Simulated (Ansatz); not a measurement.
## A small benchmark: atomisation enthalpy at 298 K

10 molecules with two or more fluorines; the atomisation enthalpy at 298 K in kJ/mol, computed less measured. Shapes, held fixed at every level: PBE0-D4/def2-TZVP. Flexible molecules stand in one conformer, not always the lowest. Thermal terms are harmonic and unscaled (PBE0-D4/def2-TZVP); the spin-orbit lowering of the free atoms is taken from their spectra. Programs: Ansatz 0.2.0. Measured values: Active Thermochemical Tables, CRC Handbook of Chemistry and Physics, NIST-JANAF tables.

Levels: A = PBE-D4/def2-TZVPP; B = BHLYP-D4/def2-TZVPP; C = B2PLYP/def2-TZVPP; D = CCSD(T)/def2-TZVPP.

| molecule | from tabulated heats | A | B | C | D |
| --- | --- | --- | --- | --- | --- |
| SF2 (sulfur difluoride) | 732 | +60 | -107 | -26 | -57 |
| CH2F2 (SMILES FCF) | 1763 | +58 | -92 | -19 | -48 |
| PF5 (pentafluorophosphorane) | 2308 | +46 | -199 | -61 | -108 |
| SeF6 (selenium hexafluoride) | 1820 | +187 | -229 | -13 | -38 |
| C2Br2F4 (1,2-dibromotetrafluoroethane) | 2764 | +212 | -222 | -44 | -86 |
| C2Cl2F4 (dichlorotetrafluoroethane) | 2931 | +181 | -254 | -76 | -126 |
| C2H2F3I (1,1,1-trifluoro-2-iodoethane) | 2859 | +132 | -170 | -43 | -82 |
| C2H4F2 (1,1-difluoroethane) | 2965 | +84 | -113 | -28 | -73 |
| C2HF3O2 (trifluoroacetic acid) | 3420 | +196 | -266 | -50 | -123 |
| C4F8 (octafluorocyclobutane) | 5045 | +353 | -373 | -67 | -159 |

(1) Sum up the errors.

Results:

(1) 
| level | kind | mean error | mean absolute error | worst case |
| --- | --- | --- | --- | --- |
| PBE-D4/def2-TZVPP | GGA | +150.9 | 150.9 | C4F8 |
| BHLYP-D4/def2-TZVPP | global hybrid | -202.5 | 202.5 | C4F8 |
| B2PLYP/def2-TZVPP | double hybrid | -42.7 | 42.7 | C2Cl2F4 |
| CCSD(T)/def2-TZVPP | coupled cluster or CI | -90.0 | 90.0 | C4F8 |

On this set B2PLYP/def2-TZVPP has the smallest mean absolute error and BHLYP-D4/def2-TZVPP the largest. PBE-D4/def2-TZVPP is too high in 10 of 10; BHLYP-D4/def2-TZVPP is too low in 10 of 10; B2PLYP/def2-TZVPP is too low in 10 of 10; CCSD(T)/def2-TZVPP is too low in 10 of 10. The heats of SF2 (sulfur difluoride), PF5 (pentafluorophosphorane), SeF6 (selenium hexafluoride), C2H2F3I (1,1,1-trifluoro-2-iodoethane), C2HF3O2 (trifluoroacetic acid), C4F8 (octafluorocyclobutane) come from older tables and can be uncertain by 10 kJ/mol or more. The molecules' own spin-orbit lowering is left out, so errors for iodides read a little too negative. Heats of the atoms come from ATcT where it has them. The tabulated values of C2Br2F4, C2Cl2F4 are in doubt (older tables, estimates, or at odds with other calculations) and kept here. Over the 8 molecules whose values aren't doubted the mean absolute errors are A 139.5; B 193.6; C 38.4; D 86.0. Correlated wave functions converge slowly with the basis. For atoms past krypton def2 sets carry core potentials with scalar relativity. Relativity is left out for Br, Se. Outer-core shells of Br, I, Se are correlated, in sets that cover them unevenly. The set is small.
